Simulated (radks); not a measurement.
Coulomb parameter of the 5d shell of the gold ion Au+ in the model configuration [Xe] 4f14 5d9 6s1, as a second difference U = [E(n + 0.5) + E(n - 0.5) - 2 E(n)] / (0.5)^2 with all orbitals relaxed. "Bare": the charge of the atom changes with n. "Screened": the 6s shell takes up the change at fixed total charge, which measures U(5d,5d) + U(6s,6s) - 2 U(5d,6s). All-electron calculation, scalar-relativistic Kohn-Sham, PBE, spin-unpolarised, spherical densities, finite nucleus; Fermi nuclear charge, rms radius 5.4371 fm. Program: a radial shooting solver on a logarithmic mesh with Libxc functionals.

start: configuration [Xe] 4f14 5d9 6s1; E - E(n) (eV) 0.000
bare +0.5: configuration [Xe] 4f14 5d9.5 6s1; E - E(n) (eV) -7.414
bare -0.5: configuration [Xe] 4f14 5d8.5 6s1; E - E(n) (eV) 10.323
screened +0.5: configuration [Xe] 4f14 5d9.5 6s0.5; E - E(n) (eV) -1.513
screened -0.5: configuration [Xe] 4f14 5d8.5 6s1.5; E - E(n) (eV) 1.829

U(bare) = 11.635 eV, U(screened by 6s) = 1.264 eV, against the Slater integral F0(5d,5d) = 16.153 eV with frozen orbitals.
